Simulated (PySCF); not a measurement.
Species: C₃H₉NSi.
SMILES with atom numbers: `[CH3:1][NH:2][SiH:3]1[CH2:4][CH2:5]1` (hydrogens: H6, H7, H8 on C1; H9 on N2; H10 on Si3; H11, H12 on C4; H13, H14 on C5)

The same species was optimised twice, with GFN2-xTB and with PBE0-D3(BJ)/def2-SVP (PySCF), and the same property calculations (PySCF, gas phase) were run on both structures.

```
      coordinate  GFN2-xTB  PBE0-D3(BJ)/def2-SVP  change
     Si3–H10 (Å)     1.458                 1.489  +0.031
      Si3–C4 (Å)     1.878                 1.854  -0.024
      Si3–C5 (Å)     1.874                 1.853  -0.021
      C5–H14 (Å)     1.080                 1.096  +0.016
      C5–H13 (Å)     1.080                 1.096  +0.016
      C4–H11 (Å)     1.081                 1.096  +0.015
      C4–H12 (Å)     1.081                 1.096  +0.015
       C1–H8 (Å)     1.088                 1.101  +0.013
       C1–H7 (Å)     1.092                 1.103  +0.011
       C1–H6 (Å)     1.096                 1.107  +0.011
       C4–C5 (Å)     1.541                 1.547  +0.006
      N2–Si3 (Å)     1.717                 1.721  +0.004
       N2–H9 (Å)     1.010                 1.014  +0.004
       C1–N2 (Å)     1.445                 1.445   0.000
   N2–Si3–C5 (°)     114.6                 118.5    +3.9
    C1–N2–H9 (°)     111.2                 114.1    +2.9
   C1–N2–Si3 (°)     122.3                 125.2    +2.9
  Si3–C5–H13 (°)     121.1                 118.7    -2.4
  Si3–C4–H12 (°)     120.8                 118.8    -2.0
    H7–C1–H8 (°)     108.7                 106.7    -2.0
   N2–Si3–C4 (°)     116.4                 118.3    +1.9
  C5–Si3–H10 (°)     119.3                 117.4    -1.9
C1–N2–Si3–C4 (°)        95                    74     -21
```

Rotational constants: A = 9718, B = 2275, C = 2196 MHz (GFN2-xTB) against A = 9247, B = 2325, C = 2198 MHz (PBE0-D3(BJ)/def2-SVP). Point groups within 0.08 Å: C1 and C1.

On the GFN2-xTB structure: HOMO (eV) -6.48 [PBE0/pcSseg-1]; LUMO (eV) 0.80 [PBE0/pcSseg-1]; dipole (D) 1.45 [PBE0/pcSseg-1]; GIAO shielding of C1 (ppm) 151.9 [PBE0/pcSseg-1]; GIAO shielding of N2 (ppm) 251.3 [PBE0/pcSseg-1]; GIAO shielding of Si3 (ppm) 455.9 [PBE0/pcSseg-1]; GIAO shielding of C4/C5 (mean) (ppm) 187.9 [PBE0/pcSseg-1].

Problem. What do these properties become on the PBE0-D3(BJ)/def2-SVP structure?

Solution. 
| property | level | on GFN2-xTB | on PBE0-D3(BJ)/def2-SVP | change |
| --- | --- | --- | --- | --- |
| HOMO (eV) | PBE0/pcSseg-1 | -6.48 | -6.62 | -0.14 |
| LUMO (eV) | PBE0/pcSseg-1 | 0.80 | 0.90 | +0.10 |
| dipole (D) | PBE0/pcSseg-1 | 1.45 | 1.37 | -0.08 |
| energy, GFN2-xTB geometry as zero (kcal/mol) | PBE0/pcSseg-1 | 0.0 | -1.4 | -1.4 |
| GIAO shielding of C1 (ppm) | PBE0/pcSseg-1 | 151.9 | 150.3 | -1.6 |
| GIAO shielding of N2 (ppm) | PBE0/pcSseg-1 | 251.3 | 251.7 | +0.4 |
| GIAO shielding of Si3 (ppm) | PBE0/pcSseg-1 | 455.9 | 448.8 | -7.1 |
| GIAO shielding of C4/C5 (mean) (ppm) | PBE0/pcSseg-1 | 187.9 | 187.1 | -0.8 |

The heavy atoms differ by 0.096 Å rms after alignment. Among all bonds Si3–H10 changes most (+0.031 Å). Changes are differences of the printed values. Neither structure is proved a minimum here.

Conformer computed: `[CH3:1][NH:2][SiH:3]1[CH2:4][CH2:5]1`: C1–N2–Si3–C4 74°.
